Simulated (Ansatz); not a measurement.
A nudged elastic band was laid between two geometries of BCl3H (5 atoms, charge 0, multiplicity 2).

The calculation used UKS revPBE/def2-SVP (Ansatz 0.2.0).

```
movable images  : 9
climbing image  : yes
spring          : 5.0 eV/Å²
optimiser       : quadratic models (default)
start path      : through a guess of the saddle point
force threshold : 0.03 eV/Å
iteration limit : 60
end points      : relaxed
```

Initial state:

```xyz
5
Properties=species:S:1:pos:R:3
B -0.002 -0.077 0.520
H 0.031 1.191 0.810
Cl 1.552 -0.214 -0.419
Cl -1.557 -0.132 -0.426
Cl -0.024 -0.769 2.205
```

Final state:

```xyz
5
Properties=species:S:1:pos:R:3
B 0.002 0.038 -0.007
H -0.003 -0.053 1.301
Cl 1.549 0.052 -0.795
Cl -1.538 0.133 -0.802
Cl -0.010 -0.169 2.993
```

(1) Which bonds break or form, and what moves?

(2) Give the energies along the band, and the barrier.

Answers

(1) Bonds broken: B1–Cl5. BCl3H becomes BCl2H + Cl.

(2) The forces met the threshold. The highest image is number 10 of 0 to 10, 16.7 kcal/mol above the first end and 0.0 kcal/mol above the last; the last end lies 16.7 kcal/mol above the first. The highest image is an end point: on this band no image between the ends rises above it. A vibrational analysis next to that end finds imaginary modes (137i cm⁻¹), so it isn't a minimum.

| image | path coordinate (Å) | energy (kcal/mol) | B1–Cl5 (Å) |
| --- | --- | --- | --- |
| 0 | 0.00 | 0.0 | 1.82 |
| 1 | 0.23 | 1.0 | 1.86 |
| 2 | 0.46 | 4.8 | 1.98 |
| 3 | 0.69 | 10.6 | 2.21 |
| 4 | 0.92 | 14.3 | 2.44 |
| 5 | 1.15 | 15.7 | 2.64 |
| 6 | 1.38 | 16.2 | 2.80 |
| 7 | 1.61 | 16.4 | 2.91 |
| 8 | 1.84 | 16.6 | 2.98 |
| 9 | 2.07 | 16.7 | 3.01 |
| 10 | 2.10 | 16.7 | 3.01 |

The run took 5.6 min on 2 threads of Arm Neoverse V1, with other jobs on the host, peak memory 0.15 GiB.
